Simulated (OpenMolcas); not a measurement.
# Mo3+: moving or changing the point charges

Mo3+ among 6 point charges of -1.7 e arranged as a tetragonal octahedron (D4h), 2.18 Å from the ion, with the axial distance 2.529 Å.

```
Program             : OpenMolcas
Method              : CASSCF
Basis               : ANO-RCC-VDZP [6s5p3d1f]
Scalar Hamiltonian  : DKH2, point nucleus
Active space        : 3 electrons in 5 orbitals (4d)
State averaging     : 2S+1 = 4 even, 10 roots; 2S+1 = 2 even, 40 roots
Spin-orbit coupling : RASSI with atomic mean-field integrals over the reference wave functions
```

Runs around this geometry, states (labels of D4, the rotations of D4h). Energies in cm-1 above the lowest state or level, χT in cm3 K/mol.

```
R (Å)  q (e)  Axial / equatorial distance  Ground state  First state of that spin  First gap with spin-orbit (degeneracies)  χT at 300 K  First state of another spin
 2.18   -1.7                         1.07           4B1                   4E 7209                               13.7 (2, 2)        1.436                    2B1 14469
 2.18  -0.85                         1.16           4B1                   4E 2892                               74.4 (2, 2)        0.981                    2A1 14195
 2.18   -1.7                         1.16           4B1                   4E 5369                               35.9 (2, 2)        1.352                     2E 14054
 2.33   -1.7                         1.16           4B1                   4E 3936                               56.3 (2, 2)        1.185                    2A1 14172
```

Taking the first state of the same spin as R^-n, n = -ln(3936 / 5369) / ln(2.33 / 2.18) = 4.7 between the shortest and longest distance.

Scaling the charges by -0.85 / -1.7 = 0.50 scales the first state of the same spin by 2892 / 5369 = 0.54; with fixed orbitals a first-order splitting would follow the charge.

Without dynamic correlation the repulsion within the d shell is too large (B by tens of per cent), so at a given field states of lower spin stand too high. Point charges carry no covalency, so the field is a model and not that of real ligands. No measured value stands beside these numbers.
